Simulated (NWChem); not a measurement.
The numbers come from NWChem runs, not from measurements. System: HCu, charge 0, spin multiplicity 1, at a geometry optimised with B3LYP/def2-SVP. The structure started from a generated list of species. Level: RHF/def2-TZVP.

Part of the output:

```
             Northwest Computational Chemistry Package (NWChem) 7.3.0
             --------------------------------------------------------

                                NWChem Input Module
                                -------------------

 Scaling coordinates for geometry "geometry" by  1.889725989
 (inverse scale =  0.529177249)

 Turning off AUTOSYM since
 SYMMETRY directive was detected!

                             Geometry "geometry" -> ""
                             -------------------------

 Output coordinates in angstroms (scale by  1.889725989 to convert to a.u.)

  No.       Tag          Charge          X              Y              Z
 ---- ---------------- ---------- -------------- -------------- --------------
    1 Cu                  29.0000     0.00000000     0.00000000     0.04904100
    2 H                    1.0000     0.00000000     0.00000000    -1.42220300

 Effective nuclear repulsion energy (a.u.)      10.4307240818

            Nuclear Dipole moment (a.u.)
            ----------------------------
        X                 Y               Z
 ---------------- ---------------- ----------------
     0.0000000000     0.0000000000    -0.0000264562

      Symmetry information
      --------------------

 Group name             C2v
 Group number             16
 Group order               4
 No. of unique centers     2

      Symmetry unique atoms

     1    2


 Summary of "ao basis" -> "" (spherical)
 ------------------------------------------------------------------------------
       Tag                 Description            Shells   Functions and Types
 ---------------- ------------------------------  ------  ---------------------
 *                         def2-tzvp                  on all atoms

 Summary of "ao basis" -> "ao basis" (spherical)
 ------------------------------------------------------------------------------
       Tag                 Description            Shells   Functions and Types
 ---------------- ------------------------------  ------  ---------------------
 Cu                        def2-tzvp                15       45   6s4p4d1f
 H                         def2-tzvp                 4        6   3s1p

                                 NWChem SCF Module
                                 -----------------

  ao basis        = "ao basis"
  functions       =    51
  atoms           =     2
  closed shells   =    15
  open shells     =     0
  charge          =   0.00
[...]
   13   -0.5060
   14   -0.5060
   15   -0.3350
   16    0.0266
   17    0.1983
   18    0.2297
   19    0.2363
   20    0.2363
   21    0.2656
   22    0.2656
   23    0.2676
   24    0.2676
   25    0.4047

                       ROHF Final Molecular Orbital Analysis
                       -------------------------------------

 Vector   13  Occ=2.000000D+00  E=-5.059654D-01  Symmetry=a1
              MO Center= -8.7D-30,  5.5D-31,  5.0D-02, r^2= 3.7D-01
   Bfn.  Coefficient  Atom+Function         Bfn.  Coefficient  Atom+Function
  ----- ------------  ---------------      ----- ------------  ---------------
    23      0.649150  1 Cu d  2              28      0.395603  1 Cu d  2
    33      0.215682  1 Cu d  2

 Vector   14  Occ=2.000000D+00  E=-5.059654D-01  Symmetry=a2
              MO Center= -3.3D-31, -6.0D-31,  5.0D-02, r^2= 3.7D-01
   Bfn.  Coefficient  Atom+Function         Bfn.  Coefficient  Atom+Function
  ----- ------------  ---------------      ----- ------------  ---------------
    19      0.649150  1 Cu d -2              24      0.395603  1 Cu d -2
    29      0.215682  1 Cu d -2

 Vector   15  Occ=2.000000D+00  E=-3.349787D-01  Symmetry=a1
              MO Center=  8.8D-16,  6.7D-15, -9.0D-01, r^2= 1.8D+00
   Bfn.  Coefficient  Atom+Function         Bfn.  Coefficient  Atom+Function
  ----- ------------  ---------------      ----- ------------  ---------------
     5      0.345380  1 Cu s                 48      0.310105  2 H  s
    47      0.272907  2 H  s                 21     -0.229127  1 Cu d  0

 Vector   16  Occ=0.000000D+00  E= 2.656709D-02  Symmetry=a1
              MO Center=  8.7D-17,  7.4D-17,  9.7D-01, r^2= 5.2D+00
   Bfn.  Coefficient  Atom+Function         Bfn.  Coefficient  Atom+Function
  ----- ------------  ---------------      ----- ------------  ---------------
     6      1.289121  1 Cu s                 48     -1.046181  2 H  s
    36      0.275864  1 Cu d  0

 Vector   17  Occ=0.000000D+00  E= 1.982693D-01  Symmetry=a1
              MO Center= -8.2D-15,  7.5D-15,  2.6D-02, r^2= 6.7D+00
   Bfn.  Coefficient  Atom+Function         Bfn.  Coefficient  Atom+Function
  ----- ------------  ---------------      ----- ------------  ---------------
     5      1.903365  1 Cu s                  6     -1.467771  1 Cu s
     4     -0.326860  1 Cu s                 48     -0.300241  2 H  s
    18      0.239071  1 Cu pz                36      0.226413  1 Cu d  0

 Vector   18  Occ=0.000000D+00  E= 2.296515D-01  Symmetry=a1
              MO Center= -1.6D-14, -1.3D-14,  7.8D-01, r^2= 5.4D+00
   Bfn.  Coefficient  Atom+Function         Bfn.  Coefficient  Atom+Function
  ----- ------------  ---------------      ----- ------------  ---------------
    36      1.190834  1 Cu d  0              48     -0.733442  2 H  s
     6      0.520094  1 Cu s                 18     -0.272505  1 Cu pz
     5     -0.238838  1 Cu s                 31     -0.167121  1 Cu d  0

 center of mass
 --------------
 x =   0.00000000 y =   0.00000000 z =   0.04885004

 moments of inertia (a.u.)
 ------------------
           7.667469543989           0.000000000000           0.000000000000
           0.000000000000           7.667469543989           0.000000000000
           0.000000000000           0.000000000000           0.000000000000

  Mulliken analysis of the total density
  --------------------------------------

    Atom       Charge   Shell Charges
 -----------   ------   -------------------------------------------------------
    1 Cu  29    28.67   2.00  2.00  1.20  0.78  0.49  0.15  5.99  4.77  1.23  0.11  5.51  3.24  1.14  0.04  0.00
    2 H    1     1.33   0.21  0.53  0.58  0.01

       Multipole analysis of the density wrt the origin
       ------------------------------------------------

     L   x y z        total         open         nuclear
     -   - - -        -----         ----         -------
     0   0 0 0     -0.000000      0.000000     30.000000

     1   1 0 0     -0.000000      0.000000      0.000000
     1   0 1 0     -0.000000      0.000000      0.000000
     1   0 0 1      1.582118      0.000000     -0.000026

     2   2 0 0    -10.268990      0.000000      0.000000
     2   1 1 0      0.000000      0.000000      0.000000
     2   1 0 1     -0.000000      0.000000      0.000000
     2   0 2 0    -10.268990      0.000000      0.000000
     2   0 1 1      0.000000      0.000000      0.000000
     2   0 0 2    -11.970759      0.000000      7.472120

 Task  times  cpu:        0.6s     wall:        0.6s

 Total times  cpu:        0.6s     wall:        0.6s
```

Question: Write an NWChem input that would produce this output.

Answer: This is not unique; one that fits is 
```
start mol
memory heap 200 mb stack 900 mb global 1100 mb
geometry units angstroms nocenter noautoz
  Cu     0.000000     0.000000     0.049041
  H      0.000000     0.000000    -1.422203
  symmetry group C2v
end
basis spherical
  * library def2-tzvp
end
scf
  rhf
  nopen 0
  maxiter 100
  thresh 1e-7
  semidirect memsize 60000000 filesize 0
end
task scf energy
```
